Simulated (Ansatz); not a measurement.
```yaml
crystal:
  periodic: [false, false, false]
  atoms:
    - {symbol: Mg, position_ang: [0.031397, 0.928016, 0.960105]}
    - {symbol: Se, position_ang: [0.140172, 0.455211, -1.373665]}
    - {symbol: Se, position_ang: [-0.171570, -1.383227, 0.413570]}
basis:
  gaussian: {orbitals: aug-pcseg-2}
hamiltonian: {xc: {name: wB97}, pseudopotentials: {relativity: none}}
scf: {omitted_lower_state_checks: [starts]}
```

```sh
$ ansatz run in.yaml --threads 4 --pin off --events-out ev --progress --plain --max-ram 3916MiB
```

Output, abridged:

```
Functional definition: wB97
1136 factors; their error is unknown
431 factors; integrals over basis functions are off by at most 3.8e-5 eV
mean field evaluation 1: about -136153.8128 eV, gradient 1.6e1 eV
mean field evaluation 2: about -136154.7309 eV, gradient 9.5e0 eV
mean field evaluation 4: about -136155.0089 eV, gradient 7.4e-1 eV
mean field evaluation 8: about -136154.9846 eV, gradient 1.5e-1 eV
mean field evaluation 16: about -136154.9847 eV, gradient 1.8e-4 eV
mean field -136154.98468917 eV, -5003.6033981636 hartree, gradient 5.5e-5 eV, S^2 0.000000; 0 other end points of the search recorded, 0 dependent functions left out
reference -136154.98467459 eV, -5003.6033976277 hartree; 40, 40 occupied and 106, 106 virtual orbitals, 1136 factors
Total energy: -136154.98467459 eV, -5003.6033976277 hartree
Checks for a lower state left out: starts
```

Hardware: 4 threads of Arm Neoverse V2 on a shared host. Wall time 4.1 s.
